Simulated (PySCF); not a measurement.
## Two-component Hartree-Fock for Yb³⁹⁺ (ytterbium, charge +39)

Start: [Ar] 3d10 4s2 4p1; 4p1/2 filled at m_j = +1/2. Calculated with PySCF 2.14 in an even-tempered Gaussian basis (16 s from 4.6 bohr⁻², ratio 2.8; 13 p from 5.9 bohr⁻², ratio 2.8; 8 d from 11 bohr⁻², ratio 2.8; 4 f from 25 bohr⁻², ratio 3): generalised Hartree-Fock with the X2C-1e Hamiltonian and a Gaussian nucleus; one run each with spin-orbit coupling (SO) switched off, then screened by Boettger's factors.

| spinor shell | electrons | ε, spin-free (eV) | ε, screened SO (eV) | weight of nominal j (screened SO) | rms radius, screened SO (bohr) |
| --- | --- | --- | --- | --- | --- |
| 1s1/2 | 2 | -63438.0 | -63420.9 | 1.000 | 0.0223 |
| 2s1/2 | 2 | -12338.5 | -12332.3 | 1.000 | 0.0899 |
| 2p1/2 | 2 | -11085.3 | -11831.1 | 1.000 | 0.0767 |
| 2p3/2 | 4 | -11085.3 | -10773.9 | 1.000 | 0.0836 |
| 3s1/2 | 2 | -4116.0 | -4113.3 | 1.000 | 0.228 |
| 3p1/2 | 2 | -3728.2 | -3895.6 | 1.000 | 0.219 |
| 3p3/2 | 4 | -3728.2 | -3655.9 | 1.000 | 0.233 |
| 3d3/2 | 4 | -3270.4 | -3299.8 | 1.000 | 0.204 |
| 4s1/2 | 2 | -1915.5 | -1914.6 | 1.000 | 0.481 |
| 4p1/2 | 1 | -1789.1 | -1840.5 | 1.000 | 0.471 |

Q: Where does 3d5/2 lie, and what is the 3d spin-orbit splitting (screened SO)?

A: At -3247.6 eV, 52.235 eV above 3d3/2.

```tsv
quantity	spin-free	screened SO
E (hartree)	-13103.56042	-13118.13067
M_J	1/2	1/2
⟨J²⟩	1.105	0.751
⟨L²⟩	2.004	2.045
⟨S²⟩	0.751	0.792
```

Each row is a mean over spinors that exchange with the open shell spreads, by up to 6.269 eV (3p1/2).

Breit and QED terms are absent; they matter most for the inner s and p1/2 levels.

Densities and radii are taken from the X2C orbitals without a picture-change correction, which distorts them close to the nucleus.

Without spin-orbit coupling the j labels of p, d and f shells carry no meaning; the spin-free column gives the mean over the occupied spinors of each nl shell, and its ⟨J²⟩ belongs to a mixture of degenerate components.
